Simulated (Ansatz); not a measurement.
`CO[Si](F)(F)SC`. The species carries charge 0 and has multiplicity 1. The structure was optimised at the PBE0-D4/def2-TZVP level. It is one conformer, not always the lowest.

```xyz
13

C     1.292    2.197    0.339
O     1.265    0.946    1.000
Si    0.177   -0.220    0.810
F     0.507   -1.334    1.880
F    -1.289    0.276    1.166
S     0.207   -0.951   -1.153
C    -1.301   -1.971   -1.125
H     1.187    2.079   -0.743
H     2.252    2.666    0.552
H     0.491    2.844    0.707
H    -2.168   -1.374   -0.845
H    -1.186   -2.814   -0.447
H    -1.434   -2.344   -2.140
```

(1) What is the dipole moment at r2SCAN/def2-TZVPP? (Best estimate.)

(2) And with PBE, B3LYP, ωB97M-V? (Best estimate.)

(3) Give the Mulliken charges with r2SCAN, PBE, ωB97M-V in def2-TZVPP. (Estimate.)

Results:

(1) Computed: 1.94 D, with components (-0.75, 0.69, -1.65) D in this frame, pointing from negative to positive charge.

(2) Ansatz gave: PBE 1.90 D, B3LYP 2.02 D, ωB97M-V 2.00 D.

(3) The calculation gave: 
| atom | r2SCAN | PBE | ωB97M-V |
| --- | --- | --- | --- |
| C1 | 0.00 | -0.14 | -0.17 |
| O2 | -0.36 | -0.28 | -0.34 |
| Si3 | 0.85 | 0.70 | 0.81 |
| F4 | -0.29 | -0.25 | -0.29 |
| F5 | -0.31 | -0.27 | -0.30 |
| S6 | -0.23 | -0.21 | -0.18 |
| C7 | -0.15 | -0.27 | -0.35 |
| H8 | 0.06 | 0.10 | 0.11 |
| H9 | 0.07 | 0.11 | 0.13 |
| H10 | 0.07 | 0.11 | 0.13 |
| H11 | 0.10 | 0.13 | 0.15 |
| H12 | 0.10 | 0.13 | 0.15 |
| H13 | 0.09 | 0.12 | 0.14 |

B3LYP here is the variant with VWN-RPA as its local correlation; programs differ in this.
